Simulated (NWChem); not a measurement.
The numbers come from NWChem runs, not from measurements. System: H5GeP, charge 0, spin multiplicity 1, at a geometry optimised with B3LYP/def2-SVP. The structure started from a generated list of species. Level: CAM-B3LYP/def2-TZVP.

The NWChem input:

```
start mol
memory heap 200 mb stack 800 mb global 1000 mb
geometry units angstroms nocenter noautoz
  Ge     0.115866     0.733829     0.000000
  P     -0.361932    -1.568171     0.000000
  H     -0.528304     1.359059     1.254621
  H     -0.528304     1.359059    -1.254621
  H      1.627825     1.047305     0.000000
  H      0.575028    -1.862695     1.039659
  H      0.575028    -1.862695    -1.039659
  symmetry group Cs
end
basis spherical
  * library def2-tzvp
end
dft
  xc xcamb88 1.00 lyp 0.81 vwn_5 0.19 hfexch 1.00
  cam 0.33 cam_alpha 0.19 cam_beta 0.46
  direct
  iterations 100
end
task dft energy
```

Part of the output:

```
             Northwest Computational Chemistry Package (NWChem) 7.3.0
             --------------------------------------------------------

                                NWChem Input Module
                                -------------------

 Scaling coordinates for geometry "geometry" by  1.889725989
 (inverse scale =  0.529177249)

 Turning off AUTOSYM since
 SYMMETRY directive was detected!

                             Geometry "geometry" -> ""
                             -------------------------

 Output coordinates in angstroms (scale by  1.889725989 to convert to a.u.)

  No.       Tag          Charge          X              Y              Z
 ---- ---------------- ---------- -------------- -------------- --------------
    1 Ge                  32.0000     0.11586600     0.73382900     0.00000000
    2 P                   15.0000    -0.36193200    -1.56817100     0.00000000
    3 H                    1.0000    -0.52830400     1.35905900     1.25462100
    4 H                    1.0000    -0.52830400     1.35905900    -1.25462100
    5 H                    1.0000     1.62782500     1.04730500     0.00000000
    6 H                    1.0000     0.57502800    -1.86269500     1.03965900
    7 H                    1.0000     0.57502800    -1.86269500    -1.03965900

 Effective nuclear repulsion energy (a.u.)     173.1787685086

            Nuclear Dipole moment (a.u.)
            ----------------------------
        X                 Y               Z
 ---------------- ---------------- ----------------
     0.0000094486    -0.0000075589     0.0000000000

      Symmetry information
      --------------------

 Group name             Cs
 Group number              2
 Group order               2
 No. of unique centers     5

      Symmetry unique atoms

     1    2    3    5    6


 Summary of "ao basis" -> "" (spherical)
 ------------------------------------------------------------------------------
       Tag                 Description            Shells   Functions and Types
 ---------------- ------------------------------  ------  ---------------------
 *                         def2-tzvp                  on all atoms

                                 NWChem DFT Module
                                 -----------------

 Summary of "ao basis" -> "ao basis" (spherical)
 ------------------------------------------------------------------------------
       Tag                 Description            Shells   Functions and Types
 ---------------- ------------------------------  ------  ---------------------
 Ge                        def2-tzvp                16       48   6s5p4d1f
 P                         def2-tzvp                13       37   5s5p2d1f
 H                         def2-tzvp                 4        6   3s1p

 Summary of "ao basis" -> "ao basis" (spherical)
 ------------------------------------------------------------------------------
       Tag                 Description            Shells   Functions and Types
 ---------------- ------------------------------  ------  ---------------------
 Ge                        def2-tzvp                16       48   6s5p4d1f
 P                         def2-tzvp                13       37   5s5p2d1f
 H                         def2-tzvp                 4        6   3s1p

      Symmetry analysis of basis
      --------------------------

        a'         74
        a"         41

  int_init: cando_txs set to always be  F

            General Information
            -------------------
[...]
 d= 0,ls=0.0,diis     2  -2421.4841784515 -3.11D-02  1.20D-03  3.02D-02    14.4
 d= 0,ls=0.0,diis     3  -2421.4861257297 -1.95D-03  3.31D-04  8.10D-03    21.4
 d= 0,ls=0.0,diis     4  -2421.4866750605 -5.49D-04  7.85D-05  2.12D-04    28.7
 d= 0,ls=0.0,diis     5  -2421.4866867319 -1.17D-05  3.58D-05  2.67D-05    35.7
  Resetting Diis
 d= 0,ls=0.0,diis     6  -2421.4866898934 -3.16D-06  1.35D-05  8.12D-07    43.3
 d= 0,ls=0.0,diis     7  -2421.4866901321 -2.39D-07  3.85D-06  9.10D-08    50.4

         Total DFT energy =    -2421.486690132125
      One electron energy =    -3715.014862273167
           Coulomb energy =     1224.579566436222
    Exchange-Corr. energy =     -104.230162803800
 Nuclear repulsion energy =      173.178768508620

 Numeric. integr. density =       51.999970805187

     Total iterative time =     49.1s

                  Occupations of the irreducible representations
                  ----------------------------------------------

                     irrep           alpha         beta
                     --------     --------     --------
                     a'               19.0         19.0
                     a"                7.0          7.0

                       DFT Final Molecular Orbital Analysis
                       ------------------------------------

 Vector   24  Occ=2.000000D+00  E=-4.025998D-01  Symmetry=a"
              MO Center= -2.5D-01,  7.9D-01,  6.0D-14, r^2= 3.3D+00
   Bfn.  Coefficient  Atom+Function         Bfn.  Coefficient  Atom+Function
  ----- ------------  ---------------      ----- ------------  ---------------
    18      0.317722  1 Ge pz                87      0.214802  3 H  s
    93     -0.214802  4 H  s                 21      0.188990  1 Ge pz
    12     -0.153807  1 Ge pz                86      0.133341  3 H  s
    92     -0.133341  4 H  s                 88      0.130056  3 H  s
    94     -0.130056  4 H  s                 65     -0.113863  2 P  pz

 Vector   25  Occ=2.000000D+00  E=-3.787249D-01  Symmetry=a'
              MO Center= -1.3D-01, -3.4D-01, -1.0D-14, r^2= 3.5D+00
   Bfn.  Coefficient  Atom+Function         Bfn.  Coefficient  Atom+Function
  ----- ------------  ---------------      ----- ------------  ---------------
    64     -0.252841  2 P  py                17      0.247855  1 Ge py
    63      0.175408  2 P  px                20      0.155024  1 Ge py
    53     -0.149979  2 P  s                 52     -0.137200  2 P  s
    87      0.125701  3 H  s                 93      0.125701  4 H  s
    11     -0.118232  1 Ge py               105      0.116036  6 H  s

 Vector   26  Occ=2.000000D+00  E=-3.234352D-01  Symmetry=a'
              MO Center= -3.1D-01, -1.2D+00, -2.0D-15, r^2= 3.0D+00
   Bfn.  Coefficient  Atom+Function         Bfn.  Coefficient  Atom+Function
  ----- ------------  ---------------      ----- ------------  ---------------
    63      0.301439  2 P  px                52     -0.258068  2 P  s
    66      0.252320  2 P  px                64      0.247486  2 P  py
    53     -0.231048  2 P  s                 17     -0.200013  1 Ge py
    67      0.181521  2 P  py                51      0.152775  2 P  s
    60      0.144972  2 P  px                54     -0.123500  2 P  px

 Vector   27  Occ=0.000000D+00  E= 3.513045D-02  Symmetry=a'
              MO Center= -1.0D-02, -3.7D-01,  1.0D-14, r^2= 6.4D+00
   Bfn.  Coefficient  Atom+Function         Bfn.  Coefficient  Atom+Function
  ----- ------------  ---------------      ----- ------------  ---------------
     6      1.594090  1 Ge s                 67     -1.010376  2 P  py
    20     -0.762765  1 Ge py                53     -0.554606  2 P  s
   100     -0.534855  5 H  s                 88     -0.354650  3 H  s
    94     -0.354650  4 H  s                  5      0.292572  1 Ge s
    64     -0.256245  2 P  py               106     -0.194288  6 H  s

 Vector   28  Occ=0.000000D+00  E= 5.411268D-02  Symmetry=a'
              MO Center=  1.6D-01, -5.4D-01, -4.4D-14, r^2= 6.8D+00
   Bfn.  Coefficient  Atom+Function         Bfn.  Coefficient  Atom+Function
  ----- ------------  ---------------      ----- ------------  ---------------
    53      1.668525  2 P  s                 20      1.025704  1 Ge py
   106     -0.884929  6 H  s                112     -0.884929  7 H  s
    66      0.777891  2 P  px               100     -0.625793  5 H  s
    88     -0.512966  3 H  s                 94     -0.512966  4 H  s
     6      0.473770  1 Ge s                 19      0.189178  1 Ge px

 Vector   29  Occ=0.000000D+00  E= 6.028721D-02  Symmetry=a"
              MO Center= -2.5D-01, -1.4D+00,  1.1D-13, r^2= 3.9D+00
   Bfn.  Coefficient  Atom+Function         Bfn.  Coefficient  Atom+Function
  ----- ------------  ---------------      ----- ------------  ---------------
    68      1.128513  2 P  pz               106     -1.017170  6 H  s
   112      1.017170  7 H  s                 65      0.216112  2 P  pz
    88     -0.170326  3 H  s                 94      0.170326  4 H  s
    62      0.146911  2 P  pz               105     -0.142361  6 H  s
   111      0.142361  7 H  s                 21      0.111305  1 Ge pz

 center of mass
 --------------
 x =  -0.01565309 y =   0.09822483 z =   0.00000000

 moments of inertia (a.u.)
 ------------------
         474.427326244421         -78.650525868540           0.000000000000
         -78.650525868540          51.042472488168           0.000000000000
           0.000000000000           0.000000000000         487.248843264136

     Multipole analysis of the density
     ---------------------------------

     L   x y z        total         alpha         beta         nuclear
     -   - - -        -----         -----         ----         -------
     0   0 0 0     -0.000000    -26.000000    -26.000000     52.000000

     1   1 0 0      0.248850      0.124421      0.124421      0.000009
     1   0 1 0      0.077305      0.038656      0.038656     -0.000008
     1   0 0 1      0.000000      0.000000      0.000000      0.000000

     2   2 0 0    -26.700068    -24.534354    -24.534354     22.368641
     2   1 1 0     -1.292296    -17.360566    -17.360566     33.428835
     2   1 0 1     -0.000000     -0.000000     -0.000000      0.000000
     2   0 2 0    -26.508483   -130.831106   -130.831106    235.153728
     2   0 1 1     -0.000000     -0.000000     -0.000000      0.000000
     2   0 0 2    -25.097048    -22.029574    -22.029574     18.962099

 Task  times  cpu:       50.4s     wall:       50.4s

 Total times  cpu:       50.4s     wall:       50.4s
```
